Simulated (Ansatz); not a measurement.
Reaction (redistribution): `N[SiH](O)[SbH2]` + `OBS[SiH3]` → `O[BH][SbH2]` + `N[SiH](O)S[SiH3]`

Calculated with Ansatz (gas phase, PBE0-D4/def2-TZVP geometries, no zero-point term in ΔE). CCSD(T)/CBS adds triple-zeta CCSD(T) − MP2 to the extrapolated MP2 energy (def2 sets, frozen cores). DFT in def2-TZVPP. HSE06 is defined as in plane-wave codes. def2 core potentials past Kr. For Sb outer-core shells are correlated without core-valence functions, which leaves a few kJ/mol of doubt a bond. One conformer a species, not always the lowest.

`N[SiH](O)[SbH2]`:

Cartesian coordinates in Å:
```
N -0.294 -0.661 -1.286
Si -0.616 0.164 0.183
O -0.906 1.762 -0.102
Sb 1.259 0.297 1.944
H -0.649 -1.597 -1.404
H 0.585 -0.542 -1.764
H -1.804 -0.541 0.743
H -1.471 1.951 -0.856
H 2.405 0.564 0.702
H 1.491 -1.396 1.840
```

`OBS[SiH3]`:

Z-matrix (Å, degrees):
```
Si
S 1 2.136
H 1 1.493 2 110.4
H 1 1.481 2 108.8 3 -119.0
H 1 1.483 2 111.1 3 119.9
B 2 1.826 1 104.8 3 -18.1
O 6 1.345 2 127.3 1 3.2
H 6 1.193 2 114.5 1 -177.3
H 7 0.964 6 114.8 2 1.8
```

`O[BH][SbH2]`:

Z-matrix (Å, degrees):
```
B
Sb 1 2.265
O 1 1.345 2 123.9
H 1 1.198 2 119.5 3 177.1
H 2 1.706 1 90.6 3 115.0
H 2 1.714 1 92.9 3 22.6
H 3 0.961 1 114.4 2 -4.4
```

`N[SiH](O)S[SiH3]`:

Cartesian coordinates in Å:
```
N -0.812 -0.915 -2.168
Si -0.059 -0.045 -0.913
O 1.179 -0.878 -0.225
S -1.383 0.336 0.712
Si 0.078 0.803 2.204
H -1.331 -1.759 -1.989
H -1.157 -0.426 -2.978
H 0.412 1.220 -1.527
H 1.897 -1.137 -0.807
H 1.149 1.661 1.635
H 0.675 -0.416 2.798
H -0.648 1.556 3.258
```

| level | ΔE (kJ/mol) |
| --- | --- |
| revPBE-D4 | 24.8 |
| PBE0-D4 | 22.7 |
| revPBE | 27.6 |
| HSE06 | 23.9 |
| HF/def2-SVP | 15.1 |
| MP2/def2-SVP | 21.7 |
| HF/def2-QZVPP | 11.0 |
| CCSD/CBS(def2) | 15.4 |

(1) What does CCSD(T)/CBS give? (Best estimate.)

Largest T1 diagnostic among the species: 0.015.

## Answers

(1) The calculation gave: +16.8 kJ/mol. The listed levels differ from it by 8.0, 5.9, 10.8, 7.1, -1.7, 4.9, -5.8, -1.4 kJ/mol.

In def2-TZVPP, CCSD(T) changes the Hartree–Fock value by +4.5 kJ/mol (the triples alone add +1.4 kJ/mol) and MP2 by +4.1 kJ/mol. From BLYP to BHLYP (50 % exact exchange), in def2-TZVPP and without D4, ΔE moves by −8.9 kJ/mol.
